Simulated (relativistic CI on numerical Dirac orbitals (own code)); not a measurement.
**W⁵⁺: resonant inelastic scattering at the L2,3 edge**

Computed with this model: Dirac-Coulomb-Breit CI, orbitals from a KLI potential per configuration, a model potential for QED, valence Slater integrals scaled by 0.7, Kramers-Heisenberg scattering through one core-hole configuration in a parametric crystal field; configurations [Xe] 4f14 5d → [He] 2s2 2p5 3s2 3p6 3d10 4s2 4p6 4d10 4f14 5s2 5p6 5d2; 10 K; core-hole width 7.5 eV; summed over polarisations. Incident energies are the highest absorption maxima for each field (at most a few, so the weaker spin-orbit partner edge can be absent), on the computed scale of the free ion. Intensities are in per cent of the strongest line above 0.02 eV; levels within 1 cm⁻¹ are merged; final levels count from the ground level, the first row holds all elastic scattering, lines under 0.4 are left out and each table stops after 24 rows. The scale of the Slater integrals is a model choice and moves the terms in proportion.

Field parameters in Wybourne normalisation: Oh B⁴₀ = 21Dq, B⁴₄ = √(5/14) B⁴₀. The field is a parameter set, without covalency.

S is read from ⟨S²⟩ = S(S + 1).

Oh, 10Dq = 10000 cm⁻¹:

```csv
Final level (eV),Degeneracy,Irrep,S,10209.7 eV,11546.8 eV
0.000,4,Γ8,0.50,4371.7,687.0
0.748,2,Γ7,0.50,71.9,2.0
1.739,4,Γ8,0.50,100.0,34.6
```

Oh, 10Dq = 22550 cm⁻¹:

| Final level (eV) | Degeneracy | Irrep | S | 10209.9 eV | 11546.7 eV |
| --- | --- | --- | --- | --- | --- |
| 0.000 | 4 | Γ8 | 0.50 | 3399.8 | 558.2 |
| 0.675 | 2 | Γ7 | 0.50 | 74.7 | 1.9 |
| 3.150 | 4 | Γ8 | 0.50 | 100.0 | 39.8 |

For the first field the strongest loss at the lowest incident energy is the level at 1.74 eV (S = 0.50, against 0.50 in the thermal ground state).
